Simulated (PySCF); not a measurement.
SMILES [CH3][In]([O]C(=O)C)[O]C(C)=O (C₅H₉InO₄) at its GFN2-xTB optimised geometry (Å):

```
19

In    -1.1564    -0.7532     0.0000
C     -1.9426    -2.8199     0.0207
H     -2.9496    -2.7863     0.4169
H     -1.2893    -3.4117     0.6502
H     -1.9389    -3.1894    -0.9973
O      1.1225    -0.7532     0.0000
C      1.0899     0.0145    -0.9806
C      2.3826     0.5382    -1.5541
O      0.0088     0.3608    -1.5211
H      2.1764     1.2387    -2.3578
H      2.9657    -0.3007    -1.9276
H      2.9496     1.0215    -0.7622
O     -1.2933     0.8360     1.5344
C     -2.3277     1.3038     0.9923
C     -2.9369     2.5554     1.5716
O     -2.8547     0.7671     0.0000
H     -3.9975     2.5899     1.3411
H     -2.4463     3.4117     1.1123
H     -2.7668     2.5871     2.6439
```

Level of theory: PBE0/def2-SVP, def2 effective core potentials past Kr run with PySCF. The core electrons that the potentials of In replace are not part of the density. Cells within 0.4 Å of a nucleus heavier than hydrogen are left out (blank, or x).

Map of the Laplacian of the electron density (e/bohr⁵), clipped to [-1.50, 1.50] on the plane z = 1.2 Å:

```
|777777777777777777777777777|
|777777777777777777777777777|
|777777777777777777777777777|
|777777887777777777777777777|
|777788888877777777777777777|
|777888707877777777777777777|
|778878548877777777777777777|
|778725x68877777777777777777|
|778888658888777777777777777|
|777888717998877777777777777|
|7777888xx599877777777777777|
|7777788765x9987777777777777|
|777778889979887777777777777|
|777777888998877777777777777|
|777777778888877888777777777|
|777777778888878888777777777|
|777777777888877887777777777|
|777777777787777777777777777|
|777777888887777777777777777|
|777777888888777777777777777|
|777777888888777777777777777|
|777777888888777777777777777|
|777777778888777777777777777|
|777777777777777777777777777|
|777777777777777777777777777|
|777777777777777777777777777|
|777777777777777777777777777|
```
Scale: ten equal steps from -1.50 (start of '0') to 0.404 (end of '9'), in the order '0123456789'; x runs from -5.50 to 5.50, y from -5.50 (bottom) to 5.50 (top).
